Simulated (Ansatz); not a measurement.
Ansatz (an electronic-structure program) input for ethyl(silyl)silane (C2H10Si2), SMILES CC[SiH2][SiH3], PBE-D3(BJ)/def2-SVP. 

Ansatz 0.2 input:
```yaml
crystal:
  periodic: [false, false, false]
  atoms:
    - {symbol: C, position_ang: [1.92901687, -0.85733717, -0.77305309]}
    - {symbol: C, position_ang: [1.52286064, 0.58215341, -0.43474342]}
    - {symbol: Si, position_ang: [0.06047954, 0.68820701, 0.75988402]}
    - {symbol: Si, position_ang: [-1.77429837, -0.46782905, -0.11303454]}
    - {symbol: H, position_ang: [2.79755083, -0.88636126, -1.45041156]}
    - {symbol: H, position_ang: [1.10822899, -1.40305362, -1.26770864]}
    - {symbol: H, position_ang: [2.19682749, -1.42419625, 0.13388442]}
    - {symbol: H, position_ang: [2.37217518, 1.12973413, 0.00924146]}
    - {symbol: H, position_ang: [1.25177286, 1.13212219, -1.35286632]}
    - {symbol: H, position_ang: [0.42716536, 0.08515046, 2.07955235]}
    - {symbol: H, position_ang: [-0.32196175, 2.11481550, 0.99425373]}
    - {symbol: H, position_ang: [-2.05104805, -0.00095414, -1.50648822]}
    - {symbol: H, position_ang: [-2.99836459, -0.24545046, 0.71327587]}
    - {symbol: H, position_ang: [-1.50014770, -1.93599520, -0.16184664]}
basis:
  gaussian:
    orbitals: def2-SVP
hamiltonian:
  xc: pbe
  dispersion: d3bj
relax: {f_tol: 0.002, max_steps: 200}
```

Output:

```
WARN ansatz: RAYON_NUM_THREADS=1 ignored (pool sized by the plan → 1); use --threads N
Functional definition: PBE
integrals: 0.06 GiB planned
1288 factors; their error is unknown
mean field: 0.32 GiB planned
mean field evaluation 1: about -17964.9900 eV, gradient 5.8e1 eV
mean field evaluation 2: about -17949.0761 eV, gradient 9.3e1 eV
mean field evaluation 4: about -17974.0192 eV, gradient 4.2e0 eV
mean field evaluation 8: about -17974.0743 eV, gradient 2.7e-1 eV
mean field evaluation 16: about -17973.9847 eV, gradient 2.3e-4 eV
mean field -17973.98473785 eV, -660.5317559116 hartree, gradient 2.5e-5 eV, S^2 0.000000; 0 other end points of the search recorded, 0 dependent functions left out
the calculation of the forces begins
reference -17973.98477723 eV, -660.5317573586 hartree; 25, 25 occupied and 89, 89 virtual orbitals, 1288 factors
relax step   1: F+E_penalty+E_count = -17974.29535999 eV  Δ(F+E_penalty+E_count) = +0.000e0 eV  max|allowed force component| = 2.413e-1 eV/Å  Δτ_max = 0.0000 Å  (28 SCF iters, accepted)
these checks for a lower state are left out or cut short: starts, cluster_reference, orbital_swaps, neighbouring_geometries, increment
integrals: 0.06 GiB planned
1288 factors; their error is unknown
mean field: 0.32 GiB planned
mean field -17974.00287467 eV, -660.5324224274 hartree, gradient 1.2e-5 eV, S^2 0.000000; 0 other end points of the search recorded, 0 dependent functions left out
the calculation of the forces begins
reference -17974.00291426 eV, -660.5324238825 hartree; 25, 25 occupied and 89, 89 virtual orbitals, 1288 factors
relax step   2: F+E_penalty+E_count = -17974.31064622 eV  Δ(F+E_penalty+E_count) = -1.529e-2 eV  max|allowed force component| = 1.039e-1 eV/Å  Δτ_max = 0.0356 Å  (29 SCF iters, accepted)
these checks for a lower state are left out or cut short: starts, cluster_reference, orbital_swaps, neighbouring_geometries, increment
integrals: 0.06 GiB planned
1288 factors; their error is unknown
mean field: 0.32 GiB planned
mean field evaluation 32: about -17974.0049 eV, gradient 1.2e-5 eV
mean field -17974.00493949 eV, -660.5324983082 hartree, gradient 1.2e-5 eV, S^2 0.000000; 0 other end points of the search recorded, 0 dependent functions left out
the calculation of the forces begins
reference -17974.00497910 eV, -660.5324997639 hartree; 25, 25 occupied and 89, 89 virtual orbitals, 1288 factors
relax step   3: F+E_penalty+E_count = -17974.31207622 eV  Δ(F+E_penalty+E_count) = -1.430e-3 eV  max|allowed force component| = 3.682e-2 eV/Å  Δτ_max = 0.0128 Å  (29 SCF iters, accepted)
these checks for a lower state are left out or cut short: starts, cluster_reference, orbital_swaps, neighbouring_geometries, increment
integrals: 0.06 GiB planned
1288 factors; their error is unknown
mean field: 0.32 GiB planned
mean field -17974.00568388 eV, -660.5325256638 hartree, gradient 1.2e-5 eV, S^2 0.000000; 0 other end points of the search recorded, 0 dependent functions left out
the calculation of the forces begins
reference -17974.00572354 eV, -660.5325271214 hartree; 25, 25 occupied and 89, 89 virtual orbitals, 1288 factors
relax step   4: F+E_penalty+E_count = -17974.31241291 eV  Δ(F+E_penalty+E_count) = -3.367e-4 eV  max|allowed force component| = 9.185e-3 eV/Å  Δτ_max = 0.0182 Å  (29 SCF iters, accepted)
these checks for a lower state are left out or cut short: starts, cluster_reference, orbital_swaps, neighbouring_geometries, increment
integrals: 0.06 GiB planned
1288 factors; their error is unknown
mean field: 0.32 GiB planned
mean field -17974.00612240 eV, -660.5325417792 hartree, gradient 1.2e-5 eV, S^2 0.000000; 0 other end points of the search recorded, 0 dependent functions left out
the calculation of the forces begins
reference -17974.00616210 eV, -660.5325432383 hartree; 25, 25 occupied and 89, 89 virtual orbitals, 1288 factors
relax step   5: F+E_penalty+E_count = -17974.31251507 eV  Δ(F+E_penalty+E_count) = -1.022e-4 eV  max|allowed force component| = 1.262e-2 eV/Å  Δτ_max = 0.0188 Å  (29 SCF iters, accepted)
these checks for a lower state are left out or cut short: starts, cluster_reference, orbital_swaps, neighbouring_geometries, increment
integrals: 0.06 GiB planned
1288 factors; their error is unknown
mean field: 0.32 GiB planned
mean field -17974.00655525 eV, -660.5325576860 hartree, gradient 1.2e-5 eV, S^2 0.000000; 0 other end points of the search recorded, 0 dependent functions left out
the calculation of the forces begins
reference -17974.00659501 eV, -660.5325591475 hartree; 25, 25 occupied and 89, 89 virtual orbitals, 1288 factors
relax step   6: F+E_penalty+E_count = -17974.31259694 eV  Δ(F+E_penalty+E_count) = -8.187e-5 eV  max|allowed force component| = 1.385e-2 eV/Å  Δτ_max = 0.0231 Å  (29 SCF iters, accepted)
these checks for a lower state are left out or cut short: starts, cluster_reference, orbital_swaps, neighbouring_geometries, increment
integrals: 0.06 GiB planned
1288 factors; their error is unknown
mean field: 0.32 GiB planned
mean field -17974.00680967 eV, -660.5325670360 hartree, gradient 1.2e-5 eV, S^2 0.000000; 0 other end points of the search recorded, 0 dependent functions left out
the calculation of the forces begins
reference -17974.00684950 eV, -660.5325684997 hartree; 25, 25 occupied and 89, 89 virtual orbitals, 1288 factors
relax step   7: F+E_penalty+E_count = -17974.31266153 eV  Δ(F+E_penalty+E_count) = -6.458e-5 eV  max|allowed force component| = 1.026e-2 eV/Å  Δτ_max = 0.0196 Å  (29 SCF iters, accepted)
these checks for a lower state are left out or cut short: starts, cluster_reference, orbital_swaps, neighbouring_geometries, increment
integrals: 0.06 GiB planned
1288 factors; their error is unknown
mean field: 0.32 GiB planned
mean field evaluation 64: about -17974.0068 eV, gradient 2.4e-1 eV
mean field -17974.00689302 eV, -660.5325700992 hartree, gradient 1.2e-5 eV, S^2 0.000000; 0 other end points of the search recorded, 0 dependent functions left out
the calculation of the forces begins
reference -17974.00693293 eV, -660.5325715655 hartree; 25, 25 occupied and 89, 89 virtual orbitals, 1288 factors
relax step   8: F+E_penalty+E_count = -17974.31272311 eV  Δ(F+E_penalty+E_count) = -6.158e-5 eV  max|allowed force component| = 6.471e-3 eV/Å  Δτ_max = 0.0233 Å  (29 SCF iters, accepted)
these checks for a lower state are left out or cut short: starts, cluster_reference, orbital_swaps, neighbouring_geometries, increment
integrals: 0.06 GiB planned
1288 factors; their error is unknown
mean field: 0.32 GiB planned
mean field -17974.00682956 eV, -660.5325677669 hartree, gradient 1.2e-5 eV, S^2 0.000000; 0 other end points of the search recorded, 0 dependent functions left out
the calculation of the forces begins
reference -17974.00686949 eV, -660.5325692344 hartree; 25, 25 occupied and 89, 89 virtual orbitals, 1288 factors
relax step   9: F+E_penalty+E_count = -17974.31274218 eV  Δ(F+E_penalty+E_count) = -1.908e-5 eV  max|allowed force component| = 6.857e-3 eV/Å  Δτ_max = 0.0144 Å  (29 SCF iters, accepted)
these checks for a lower state are left out or cut short: starts, cluster_reference, orbital_swaps, neighbouring_geometries, increment
integrals: 0.06 GiB planned
1288 factors; their error is unknown
mean field: 0.32 GiB planned
mean field -17974.00676962 eV, -660.5325655643 hartree, gradient 1.3e-5 eV, S^2 0.000000; 0 other end points of the search recorded, 0 dependent functions left out
the calculation of the forces begins
reference -17974.00680958 eV, -660.5325670325 hartree; 25, 25 occupied and 89, 89 virtual orbitals, 1288 factors
relax step  10: F+E_penalty+E_count = -17974.31274884 eV  Δ(F+E_penalty+E_count) = -6.655e-6 eV  max|allowed force component| = 9.646e-3 eV/Å  Δτ_max = 0.0061 Å  (21 SCF iters, accepted)
these checks for a lower state are left out or cut short: starts, cluster_reference, orbital_swaps, neighbouring_geometries, increment
integrals: 0.06 GiB planned
1288 factors; their error is unknown
mean field: 0.32 GiB planned
mean field -17974.00678584 eV, -660.5325661602 hartree, gradient 1.1e-5 eV, S^2 0.000000; 0 other end points of the search recorded, 0 dependent functions left out
the calculation of the forces begins
reference -17974.00682578 eV, -660.5325676278 hartree; 25, 25 occupied and 89, 89 virtual orbitals, 1288 factors
relax step  11: F+E_penalty+E_count = -17974.31275976 eV  Δ(F+E_penalty+E_count) = -1.092e-5 eV  max|allowed force component| = 3.102e-3 eV/Å  Δτ_max = 0.0044 Å  (21 SCF iters, accepted)
these checks for a lower state are left out or cut short: starts, cluster_reference, orbital_swaps, neighbouring_geometries, increment
integrals: 0.06 GiB planned
1288 factors; their error is unknown
mean field: 0.32 GiB planned
mean field -17974.00679526 eV, -660.5325665063 hartree, gradient 5.5e-5 eV, S^2 0.000000; 0 other end points of the search recorded, 0 dependent functions left out
the calculation of the forces begins
reference -17974.00683519 eV, -660.5325679739 hartree; 25, 25 occupied and 89, 89 virtual orbitals, 1288 factors
relax step  12: F+E_penalty+E_count = -17974.31276107 eV  Δ(F+E_penalty+E_count) = -1.311e-6 eV  max|allowed force component| = 1.551e-3 eV/Å  Δτ_max = 0.0006 Å  (18 SCF iters, accepted)
integrals: 0.06 GiB planned
1288 factors; their error is unknown
mean field: 0.32 GiB planned
mean field evaluation 96: about -17973.8070 eV, gradient 9.0e0 eV
mean field -17974.00679526 eV, -660.5325665063 hartree, gradient 5.5e-5 eV, S^2 0.000000; 1 other end points of the search recorded, 0 dependent functions left out
the calculation of the forces begins
reference -17974.00683519 eV, -660.5325679739 hartree; 25, 25 occupied and 89, 89 virtual orbitals, 1288 factors
Total energy: -17974.31280101 eV, -660.5438120102 hartree
Atom 0 at     1.980254    -0.866994    -0.760053 Å, force    -0.000491     0.000514     0.000724 eV/Å
Atom 1 at     1.534768     0.567273    -0.447204 Å, force     0.001551     0.000506    -0.001437 eV/Å
Atom 2 at     0.052417     0.684870     0.744193 Å, force    -0.000999     0.000017     0.001140 eV/Å
Atom 3 at    -1.822697    -0.453676    -0.113587 Å, force    -0.000704    -0.000818    -0.000787 eV/Å
Atom 4 at     2.854987    -0.884719    -1.442495 Å, force     0.000358    -0.000363    -0.000246 eV/Å
Atom 5 at     1.171807    -1.451311    -1.247095 Å, force     0.000277    -0.000122     0.000213 eV/Å
Atom 6 at     2.268323    -1.416222     0.160258 Å, force    -0.000006     0.000117    -0.000421 eV/Å
Atom 7 at     2.367887     1.149424     0.003847 Å, force    -0.000608    -0.000265    -0.000322 eV/Å
Atom 8 at     1.257465     1.106345    -1.379208 Å, force    -0.000006    -0.000301     0.000606 eV/Å
Atom 9 at     0.411960     0.081372     2.080372 Å, force     0.000032    -0.000015    -0.000119 eV/Å
Atom 10 at    -0.316900     2.129092     0.975696 Å, force     0.000182     0.000106     0.000153 eV/Å
Atom 11 at    -2.173549     0.075641    -1.481343 Å, force     0.000260    -0.000493     0.001120 eV/Å
Atom 12 at    -3.021332    -0.280739     0.782191 Å, force     0.000672    -0.000052    -0.000628 eV/Å
Atom 13 at    -1.545133    -1.929352    -0.245633 Å, force    -0.000519     0.001169     0.000006 eV/Å
Dipole moment:     0.199651     0.014459    -0.088490 e Å
```

Self-consistency was reached.
